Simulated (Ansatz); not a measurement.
Basis-set extrapolation for C2H5FN2Si, SMILES `CN1C=N[SiH]1F` (PBE0-D4/def2-TZVP geometry, frozen core, Ansatz 0.2.0). Multiplicity 1, RHF reference.

```csv
,def2-TZVPP,def2-QZVPP
HF,-576.113999,-576.137132
MP2 correlation,-1.089874,-1.172597
CCSD(T) correlation,-1.162602,not run
```

Energies in hartree. Use E(X) = E(∞) + A·exp(−7.88·√X) for Hartree–Fock and E(X) = E(∞) + B·X^(−2.97) for correlation, with X = 3 and 4, and add CCSD(T) minus MP2 of the smaller set to the MP2 limit.

Q: What is the CCSD(T) energy at the basis-set limit?

A: HF limit: -576.137132 + (-0.023133) × 0.13774 = -576.14032. MP2 limit: -1.172597 + (-0.082723) × 0.74074 = -1.23387. Higher-order term: -1.162602 − (-1.089874) = -0.07273. Total: -577.44692 hartree, 4.63 eV below CCSD(T)/def2-TZVPP.
